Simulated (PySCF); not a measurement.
## Dipole response of Mg (magnesium, neutral)

[Ne] 3s2, closed-shell 1S. All numbers are calculated (PySCF 2.14, no relativity, point nucleus, in aug-cc-pV5Z). Coupled (time-dependent) response in atomic units; α is the mean over directions.

```tsv
method	mean α (bohr³)	C₆ (like pair)	S(−4)
UHF	81.54	765.6	3566
PBE	74.07	659.6	2995
PBE0	75.02	674.5	3039
revPBE	76.09	686.8	3159
M06-2X	63.44	510.3	2319
```

S(−4) is the Cauchy moment in α(ω) = α(0) + S(−4) ω² + …

Reference α: 71.2 ± 0.4 bohr³ (recommended; Schwerdtfeger and Nagle, table of static dipole polarizabilities (2023 update)). Published C₆: 626.0 (Chu and Dalgarno (2004); Tang, Norbeck and Certain (1976)).

Hartree-Fock lies above the reference because it lacks correlation, which contracts the outer shell.

α(iu) at PBE:

```json
{"u (hartree)": "0", "α(iu) (bohr³)": "74.07"}
{"u (hartree)": "0.0500", "α(iu) (bohr³)": "67.29"}
{"u (hartree)": "0.100", "α(iu) (bohr³)": "52.91"}
{"u (hartree)": "0.200", "α(iu) (bohr³)": "28.88"}
{"u (hartree)": "0.300", "α(iu) (bohr³)": "16.68"}
{"u (hartree)": "0.500", "α(iu) (bohr³)": "7.334"}
{"u (hartree)": "0.750", "α(iu) (bohr³)": "3.693"}
{"u (hartree)": "1.00", "α(iu) (bohr³)": "2.295"}
{"u (hartree)": "1.50", "α(iu) (bohr³)": "1.221"}
{"u (hartree)": "2.00", "α(iu) (bohr³)": "0.8041"}
{"u (hartree)": "3.00", "α(iu) (bohr³)": "0.4546"}
{"u (hartree)": "5.00", "α(iu) (bohr³)": "0.2149"}
```

A single London oscillator, α(iu) = α/(1 + u²/ω²), gives C₆ = (3/4) ω α². Matching the computed C₆ needs ω = 4 × 659.6 / (3 × 74.07²) = 0.160 hartree.
